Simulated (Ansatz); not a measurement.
CH5FMoN2O (`C[O][Mo](=[NH])(=[NH])[F]`). Charge 0, multiplicity 1. Correlated methods include outer-core shells of Mo, which these sets cover unevenly. Mo: def2 effective core potential.

Z-matrix (Å, degrees):
```
C
O 1 1.403
H 1 1.093 2 108.7
H 1 1.094 2 111.4 3 120.2
H 1 1.094 2 109.7 3 -118.7
Mo 2 1.860 1 134.7 3 -136.2
N 6 1.725 2 107.6 1 -1.6
N 6 1.720 2 108.6 1 -120.0
F 6 1.867 2 112.6 1 118.6
H 7 1.012 6 150.1 2 -119.4
H 8 1.009 6 159.0 2 115.6
```

Q: Give the diagnostics of a CCSD(T)/def2-TZVPP run (frozen core, Ansatz 0.2.0). (An estimate is asked.)

A: Computed: T1 = 0.0211, largest single amplitude 0.043, largest double 0.037, (T) share of the correlation energy 5.4 %, 14 CCSD cycles. The RHF solution is unstable towards an unrestricted one. T1 lies over the customary mark of 0.02 for closed shells; compounds of d metals often pass it without a breakdown.
